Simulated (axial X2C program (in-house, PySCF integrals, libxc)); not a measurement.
# Worked dissociation energy of NbF⁻: HF, without spin–orbit coupling

Computed with an in-house relativistic program for diatomic molecules. Spin-free means the one-electron spin-free X2C Hamiltonian. Basis: Nb dyall-acv3z [12s13p10d5f3g], F dyall-av3z [7s6p3d2f] (cores contracted in-house); Gaussian nuclei, density fitting, unrestricted open shells. Masses: Nb 92.906 u, F 18.998 u.

Molecular state: M_S = 5/2, Λ = 0 (beyond evenly filled blocks: σα, π+α, π-α, δ+α, δ-α).

| Property | Result |
| --- | --- |
| E(Nb) (2M_S = 5, M_L = 0) | -3817.279973 hartree |
| E(F-) (2M_S = 0, M_L = 0) | -99.546038 hartree |
| E(NbF⁻) at Re | -3916.930249 hartree |
| ωe | 448.8 cm⁻¹ |
| ωexe | 2.56 cm⁻¹ |

(1) Work out De and D0.

One determinant describes the state; a PBE0 search over occupations chose it and may have missed a lower one. De is counted from the lowest determinant-based energies of the atoms at the same level, without counterpoise correction. Other states lie close and PBE0, whose exact exchange favours high spin, may order them wrongly; the determinant shown need not be the ground state. The nearest other spin-free determinant of the search, M_S = 3/2, Λ = 1, lies 0.10 eV up at the distance of the search. Hartree–Fock gets electron affinities wrong, so its lowest charge split need not be the true one.

Hartree–Fock lacks correlation and underbinds, often by eV.

Each atomic determinant is the lowest at this level and need not be a pure term. Totals compare only within one Hamiltonian and basis.

Answers

(1) De = -3817.279973 + (-99.546038) − (-3916.930249) = 0.10424 hartree = 2.836 eV. The zero-point energy is ωe/2 − ωexe/4 = 224 cm⁻¹ = 0.028 eV, so D0 = 2.809 eV.
